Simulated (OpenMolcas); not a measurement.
Potential curves of RbCl: spin-free states

Computed with OpenMolcas 26.06: state-averaged CASSCF(6,7) over Rb 5s 5p, Cl 3p, XMS-CASPT2 (IPEA 0.25, imaginary shift 0.2 hartree), scalar X2C, ANO-RCC-VTZP, then RASSI spin–orbit state interaction with atomic mean-field integrals. C2 symmetry about the axis (a holds Σ, Δ, Γ; b holds Π, Φ, H; Σ⁺ and Σ⁻ are not told apart); roots by multiplicity and irrep: 1a 2, 3b 2, 1b 2, 3a 1.

XMS-CASPT2 energies in eV from the lowest point. Curves are followed by energy order within each symmetry, so they are adiabatic and may change character at avoided crossings; Σ⁺ and Σ⁻ are counted together.

```json
{"R (Å)": "2.394", "(1)1Σ": "0.687", "(1)1Π": "6.112", "(1)3Π": "6.087", "(2)1Σ": "5.658", "(1)3Σ": "5.711"}
{"R (Å)": "2.533", "(1)1Σ": "0.250", "(1)1Π": "5.402", "(1)3Π": "5.362", "(2)1Σ": "5.244", "(1)3Σ": "5.285"}
{"R (Å)": "2.659", "(1)1Σ": "0.062", "(1)1Π": "4.985", "(1)3Π": "4.951", "(2)1Σ": "4.998", "(1)3Σ": "5.026"}
{"R (Å)": "2.784", "(1)1Σ": "0.000", "(1)1Π": "4.708", "(1)3Π": "4.681", "(2)1Σ": "4.826", "(1)3Σ": "4.845"}
{"R (Å)": "2.923", "(1)1Σ": "0.028", "(1)1Π": "4.514", "(1)3Π": "4.489", "(2)1Σ": "4.708", "(1)3Σ": "4.714"}
{"R (Å)": "3.062", "(1)1Σ": "0.116", "(1)1Π": "4.393", "(1)3Π": "4.375", "(2)1Σ": "4.627", "(1)3Σ": "4.621"}
{"R (Å)": "3.257", "(1)1Σ": "0.295", "(1)1Π": "4.296", "(1)3Π": "4.279", "(2)1Σ": "4.550", "(1)3Σ": "4.533"}
{"R (Å)": "3.508", "(1)1Σ": "0.561", "(1)1Π": "4.234", "(1)3Π": "4.228", "(2)1Σ": "4.479", "(1)3Σ": "4.457"}
{"R (Å)": "3.898", "(1)1Σ": "0.975", "(1)1Π": "4.194", "(1)3Π": "4.202", "(2)1Σ": "4.404", "(1)3Σ": "4.378"}
{"R (Å)": "4.454", "(1)1Σ": "1.484", "(1)1Π": "4.181", "(1)3Π": "4.182", "(2)1Σ": "4.314", "(1)3Σ": "4.320"}
{"R (Å)": "5.290", "(1)1Σ": "2.056", "(1)1Π": "4.153", "(1)3Π": "4.167", "(2)1Σ": "4.222", "(1)3Σ": "4.287"}
{"R (Å)": "6.403", "(1)1Σ": "2.573", "(1)1Π": "4.151", "(1)3Π": "4.164", "(2)1Σ": "4.175", "(1)3Σ": "4.280"}
```

Question: With masses 84.912 and 34.969 u, fit the curves (1)1Σ near their minima.

Answer: At XMS-CASPT2, Te from the lowest curve (the fit fixes ωe to a per cent or two; the method's Re and ωe can be off by some per cent):

| curve | Te (cm⁻¹) | Re (Å) | ωe (cm⁻¹) |
| --- | --- | --- | --- |
| (1)1Σ | 0 | 2.807 | 229.6 |

Only roots inside an energy window near the equilibrium distance were included, so the list of states is not complete; labels number the states computed. Each spin and symmetry block has orbitals of its own, averaged over its own roots, so gaps between blocks are less sure than gaps within one and near the minimum can be off by tenths of an eV, in bad cases by more. No Rydberg orbitals are active, so Rydberg states, and σ→σ* states whose orbital the CASSCF left unused, can be missing between those listed. At stretched bonds a block can hold a wrong CASSCF solution and miss its lowest state; points past a visible jump are left out. Points that failed a check (symmetry, reference weights, a jump) are left out.
